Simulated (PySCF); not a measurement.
Species: C₈H₉F₂ (doublet state).
Structure used (PBE0-D3(BJ)/def2-SVP), in Å, numbered top down from 1:
```xyz
19
C8H9F2 angstrom
F      1.0277   -0.8501    2.4670
C      1.7449   -0.7363    1.3062
F      2.1833   -1.9820    1.0002
C      0.9095   -0.1964    0.2168
C      0.5548    1.2523    0.0481
C     -0.7810    1.1376   -0.7490
C     -1.7730    0.4904    0.1982
C     -1.3912   -0.7847    0.3676
C     -0.1518   -1.0055   -0.4954
C     -0.4613   -0.0552   -1.6655
H      2.6230   -0.1035    1.5285
H      1.3211    1.8000   -0.5316
H      0.4288    1.7842    1.0064
H     -1.1012    2.0706   -1.2309
H     -2.5626    1.0186    0.7354
H     -1.7844   -1.5101    1.0813
H      0.1182   -2.0445   -0.7171
H      0.4042    0.1164   -2.3251
H     -1.3287   -0.3834   -2.2563
```

The hyperfine couplings belong to this conformer and change with its torsions.

As a line formula: `FC(F)[C]1C[C@@H]2C=C[C@H]1C2` [radical].

Theory: UKS B3LYP, IGLO-III on C F, pcH-1 on H, non-relativistic, mean-field spin-orbit, GIAO (PySCF). Isolated species at its PBE0-D3(BJ)/def2-SVP geometry (one conformer only). The SCF solution wasn't tested for stability.

Break the g tensor into its mass correction, gauge correction and orbital-Zeeman/spin–orbit terms.

```tsv
Δg (ppm)	1	2	3
relativistic mass correction	-171	-171	-171
gauge correction	50	47	46
orbital Zeeman/spin–orbit	-23	177	611
total	-144	52	486
```

So g = 2.00218, 2.00237, 2.00281 and g_iso = 2.00245; the tensor is rhombic: the two nearest values differ by 31 % of g3 − g1. Axes: g3 points within 10° of the C2–C4 bond.

How much does each term add to the isotropic shift?

The orbital-Zeeman/spin–orbit term 255, the mass correction -171 and the gauge correction 48 ppm, for a total of 132 ppm. The orbital-Zeeman/spin–orbit term is the largest in size. The mass correction is the same along every axis, so the anisotropy comes from the other two: their spans along these axes are 4 (gauge) and 634 ppm (orbital Zeeman/spin–orbit).

At 94.057 GHz, how far is the centre of the isotropic spectrum from where a free electron (g = 2.002319) resonates?

B = hν/(g μB) with μB/h = 13.99624 MHz/mT gives 3356.19 mT for the free electron and 3355.97 mT at g_iso, 0.22 mT lower.

What are the electron Larmor frequencies g μB B/h along the three axes at 330 mT?

9.2476, 9.2485, 9.2505 GHz for g1, g2 and g3, a range of 2.9 MHz.

In a frozen sample, at which fields do the three g values resonate at 9.5, 34, 94 and 263 GHz (hyperfine left aside), and which band first spreads them over more than twice a line width of 0.5 mT?

```json
{"band": "X", "GHz": "9.5", "B(g3) mT": "338.90", "B(g2) mT": "338.97", "B(g1) mT": "339.01", "spread mT": "0.11"}
{"band": "Q", "GHz": "34.0", "B(g3) mT": "1212.91", "B(g2) mT": "1213.17", "B(g1) mT": "1213.29", "spread mT": "0.38"}
{"band": "W", "GHz": "94.0", "B(g3) mT": "3353.34", "B(g2) mT": "3354.07", "B(g1) mT": "3354.40", "spread mT": "1.06"}
{"band": "J", "GHz": "263.0", "B(g3) mT": "9382.22", "B(g2) mT": "9384.25", "B(g1) mT": "9385.17", "spread mT": "2.95"}
```

The spread grows in proportion to the frequency. W band is the first where it exceeds 1.0 mT.

The largest Mulliken spin populations are on C4 (+0.95), C7 (+0.09), C5 (-0.09) and C9 (-0.06). C4 is the only atom above +0.15. The angles at C4 add up to 355.4°, so it is nearly planar.

The HOMO–LUMO gaps are 5.54 eV among the α and 4.68 eV among the β orbitals.
